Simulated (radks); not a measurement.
Problem. The mean radii <r> (bohr) of the occupied orbitals of an atom or ion are listed with their occupations. Method: non-relativistic Kohn-Sham, PBE, spin-unpolarised, spherical densities, point nucleus; computed with a radial shooting solver on a logarithmic mesh with Libxc functionals.

| orbital | occ. | <r> |
|---|---|---|
| 1s | 2 | 0.3293 |
| 2s | 2 | 1.780 |

Name the element and its charge.

Solution. Z = 5, boron, charge +1: B+ in [He] 2s2. The 1s radius gives Z: for a bare nucleus <r> = 1.5/Z, 0.3 bohr for Z = 5, and screening makes it slightly larger (0.3293 here). The occupations add up to 4, and the charge is Z minus that.
